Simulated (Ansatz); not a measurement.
Reaction (redistribution): `[F][Sn]([F])([F])[Cl]` + `OC[SiH2]Br` → `[F][Sn]([F])([Cl])[Br]` + `OC[SiH2]F`

Gas-phase electronic energies from Ansatz, PBE0-D4/def2-TZVP geometries. CCSD(T)/CBS is the MP2 limit (def2-TZVPP, def2-QZVPP) plus CCSD(T) − MP2 in def2-TZVPP, frozen cores. Functionals use def2-TZVPP. B3LYP here is the variant with VWN-RPA as its local correlation; programs differ in this. def2 core potentials past Kr. For Br, Sn outer-core shells are correlated without core-valence functions, which leaves a few kJ/mol of doubt a bond. Scalar relativity is left out up to krypton. Each species was taken in one conformer, which may not be the lowest.

(1) Is it downhill or uphill in electronic energy at CCSD(T)/CBS, and by how much? (Best estimate.)

(2) What do these levels give: r2SCANh-D4, ωB97M-V, BLYP, B3LYP, r2SCANh, CCSD(T)/def2-SVP? (An estimate is asked.)

Largest T1 diagnostic among the species: 0.014.

Answers

(1) Computed: Downhill: ΔE = -89.8 kJ/mol.

(2) Ansatz gave: r2SCANh-D4 -89.2, ωB97M-V -88.7, BLYP -90.5, B3LYP -94.6, r2SCANh -89.3, CCSD(T)/def2-SVP -84.7 kJ/mol.

From BLYP to BHLYP (50 % exact exchange), in def2-TZVPP and without D4, ΔE moves by −9.3 kJ/mol. At CCSD(T), def2-SVP lies +5.1 kJ/mol from the extrapolated value and def2-TZVPP +0.4 kJ/mol. Leaving LDA and LC-ωPBE aside and taking each functional with its dispersion term where it has one, the values, not all of them listed here, spread over 22.1 kJ/mol, from BHLYP-D4 to revPBE-D4. LDA lies −4.1 kJ/mol from PBE without D4.
